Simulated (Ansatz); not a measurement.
```xyz
12

C    -0.904   -1.754   -0.529
N    -0.265   -0.746   -0.933
C    -0.418    0.505   -0.258
O    -0.396    1.566   -1.180
Ge    1.081    0.696    1.054
H    -1.611   -1.724    0.310
H    -0.756   -2.711   -1.026
H    -1.371    0.587    0.282
H     0.258    1.334   -1.849
H     2.405    0.691    0.273
H     1.059   -0.473    2.056
H     0.919    2.030    1.801
```

Total charge 0; spin multiplicity 1.

**Question.** List the PBE0/def2-TZVPP orbital energies in eV (Ansatz). (Estimate.)

**Answer.** The calculation gave: Occupied: -10859.79, -1358.07, -1207.88, -1207.88, -1207.88, -522.84, -391.87, -280.40, -279.55, -170.79, -120.58, -120.57, -120.57, -33.42, -33.41, -33.41, -33.35, -33.34, -29.17, -26.11, -19.69, -17.07, -15.59, -14.67, -13.74, -12.23, -11.75, -10.88, -9.78, -9.56, -9.06, -7.91, -7.18. Lowest empty: -0.89, 0.91, 1.29, 1.42, 1.86, 1.97, 2.48, 2.76.
